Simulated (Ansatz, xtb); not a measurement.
**Relative energy of two structures of CH4SiTe**

Structure a: a singlet given by its coordinates. Structure b: `C1[SiH2][Te]1`, a singlet. Both are isolated molecules in the gas phase, relaxed with PBE-D3(BJ)/def2-SVP.

a (Å):

```json
{"atom": "C", "x (Å)": "-2.0343", "y (Å)": "2.5789", "z (Å)": "-0.8717"}
{"atom": "Si", "x (Å)": "-1.4850", "y (Å)": "2.9750", "z (Å)": "0.9371"}
{"atom": "Te", "x (Å)": "0.8015", "y (Å)": "1.9168", "z (Å)": "0.9159"}
{"atom": "H", "x (Å)": "-3.0545", "y (Å)": "2.9757", "z (Å)": "-1.0541"}
{"atom": "H", "x (Å)": "-2.0469", "y (Å)": "1.4849", "z (Å)": "-1.0647"}
{"atom": "H", "x (Å)": "-1.3460", "y (Å)": "3.0365", "z (Å)": "-1.6141"}
{"atom": "H", "x (Å)": "0.8014", "y (Å)": "1.3449", "z (Å)": "-0.6754"}
```

Close contacts (Å): C1–Si2 1.93, Si2–Te3 2.52, C1–H4 1.11, C1–H5 1.11, C1–H6 1.11, Te3–H7 1.69.

b (Å):

```xyz
7

C    -2.0944    2.3263   -0.7575
Si   -0.2614    2.3559   -0.4162
Te   -1.8190    2.1264    1.4884
H    -2.5588    1.4223   -1.1868
H    -2.6202    3.2612   -1.0156
H     0.4629    3.6535   -0.6081
H     0.5461    1.1668   -0.8395
```

Quicker runs give these differences E(b) − E(a): GFN2-xTB −2.9 kcal/mol; HF/STO-3G −1.1 kcal/mol (at GFN2-xTB geometries); r2SCAN-D4/def2-SVP −6.4 kcal/mol (at GFN2-xTB geometries).

**Question.** Estimate E(b) − E(a) at the level CCSD(T)/def2-TZVP.

**Answer.** Calculated at CCSD(T)/def2-TZVP: E(b) − E(a) = −8.8 kcal/mol, so structure b lies lower.

Level by level:

```
              level             geometry  E(b) − E(a) (kcal/mol)  departure from the last row (kcal/mol)  job, with rough time for the two
           GFN2-xTB             GFN2-xTB                      −2.9                                    +5.9              optimisation, 0.53 s
          HF/STO-3G             GFN2-xTB                      −1.1                                    +7.7               single point, 2.7 s
 r2SCAN-D4/def2-SVP             GFN2-xTB                      −6.4                                    +2.4               single point, 6.9 s
PBE-D3(BJ)/def2-SVP  PBE-D3(BJ)/def2-SVP                      −3.9                                    +4.9                optimisation, 41 s
       HF/def2-TZVP  PBE-D3(BJ)/def2-SVP                      −6.1                                    +2.7           part of the CCSD(T) run
      MP2/def2-TZVP  PBE-D3(BJ)/def2-SVP                     −13.8                                    −5.0           part of the CCSD(T) run
  CCSD(T)/def2-TZVP  PBE-D3(BJ)/def2-SVP                      −8.8                                                     single point, 2.4 min
```

None of the levels shown reverses the order. The largest departure from CCSD(T)/def2-TZVP is that of HF/STO-3G, 7.7 kcal/mol.

With harmonic frequencies from PBE-D3(BJ)/def2-SVP (ideal gas, rigid rotor, one conformer each, 298.15 K, 1 atm): on the last row, ΔE + ΔZPE = −8.7 kcal/mol. A mode under 50 cm⁻¹ makes harmonic enthalpies and free energies unreliable, so none is given.

The correlated steps freeze 10 core orbitals; the filled d shell of Te is correlated, in a basis made for valence electrons. Atoms past krypton carry core potentials in the def2 sets, other sets are all-electron and non-relativistic, and no spin–orbit term is included. Run with Ansatz 0.2.0, xtb 6.7.1; the last row on 1 thread of Intel(R) Xeon(R) Processor @ 2.50GHz (Skylake/Cascade Lake) on a shared host.
